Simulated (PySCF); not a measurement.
## N⁺: excitation energy

N⁺ [He] 2s2 2p2 (3P) → N⁺ [He] 2s2 2p1 3d1 (high-spin determinant), as a difference of total energies. Computed with PySCF 2.14 in aug-cc-pwCVDZ (5s4p2d, 27 functions), with no relativity, point nucleus. Correlated levels: valence and next inner shell: nothing frozen. The calculations carry no spin-orbit coupling.

```
                                method  excitation energy (eV)
                                   UHF                  27.521
    MP2 (valence and next inner shell)                  27.266
SCS-MP2 (valence and next inner shell)                  27.117
   CCSD (valence and next inner shell)                  27.497
CCSD(T) (valence and next inner shell)                  27.401
```

Problem. How much does correlation contribute at CCSD(T) (valence and next inner shell)?

Solution. 27.401 − (27.521) = -0.120 eV, measured against UHF.

The promoted electron is Rydberg-like, and one or two diffuse shells describe it only roughly, which tends to raise the upper state.

The coupled-cluster amplitudes are large for the upper state (T1 above 0.03 or a double amplitude above 0.15), so a single reference is strained.

The determinant of the upper state mixes LS terms, which raises its energy above the lowest term, most at the Hartree-Fock and MP2 levels.
